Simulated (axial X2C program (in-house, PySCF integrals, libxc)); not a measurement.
**CaO: properties at the nuclei**

Computed with an in-house all-electron X2C program for linear molecules (integrals from PySCF): two-component X2C with atomic mean-field Coulomb and Gaunt terms, Gaussian nuclei, basis Ca dyall-cv3z, O dyall-av3z with contracted cores.

R = 1.796 Å (near the PBE0 minimum at charge 0 of the determinant lowest at the starting distance; the state shown can have its own minimum elsewhere).

Determinant lowest in the PBE0 search, Ω = 0 (closed shell), highest spinor 74% O p, 14% Ca d, 5% Ca p:

| level | qzz Ca (a.u.) | qzz O (a.u.) | μ (D) |
| --- | --- | --- | --- |
| PBE0 | -0.49 | -0.19 | -8.92 |
| HF | -0.49 | -0.62 | -11.10 |
| TPSSh | -0.49 | -0.15 | -8.49 |
| r2SCAN | -0.49 | -0.14 | -8.44 |
| PBE | -0.55 | -0.05 | -7.86 |

qzz is the electric field gradient, eQq0 = 234.96 MHz × Q/barn × qzz; μ is positive if the O end (last atom) is positive. The operators were transformed with the bare-nucleus X2C matrices; with these basis sets, hyperfine constants and field gradients can be off by tens of per cent, and where levels differ in sign neither size nor sign is settled.

With Q(43Ca) = -0.0408 barn (Q from Pyykkö, Mol. Phys. 2018), turn the PBE0 values of the first state into constants in MHz.

eQq0(43Ca) = 234.96 × (-0.0408) × (-0.49) = 4.7 MHz.

Each state is one determinant with collinear spin. At HF a later determinant lies lower. The search compared states at one distance, so a state with another bond length can lie lower. Further determinants of the search, some of them spin-mixed, are not shown. Where a field gradient or hyperfine factor spreads by more than a factor of two over the levels, a constant derived from it is not to be relied on.
